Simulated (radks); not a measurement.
Q: Coherent X-ray form factor from a spherical all-electron density. Method: non-relativistic Kohn-Sham, LB94 model potential, spin-polarised, spherical densities, point nucleus; computed with a radial shooting solver on a logarithmic mesh with Libxc functionals.

sin(theta)/lambda (1/angstrom),f0 (electrons)
0.05,22.622
0.1,21.579
0.15,20.092
0.2,18.395
0.25,16.672
0.3,15.038
0.4,12.255
0.5,10.204
0.6,8.785
0.8,7.137
1,6.163
1.25,5.141
1.5,4.185
2,2.701

The species is in the configuration that NIST lists as its ground one. Which atom or ion scatters so?

A: The chromium ion Cr+, [Ar] 3d5. Extrapolating in s^2 from the first two rows gives f0(0) = 23.0, near the electron count 23; among species with that count, the fall with angle is slower the higher Z, and the table is that of Z = 24; from so few rows the species is fixed only to a neighbour or two.
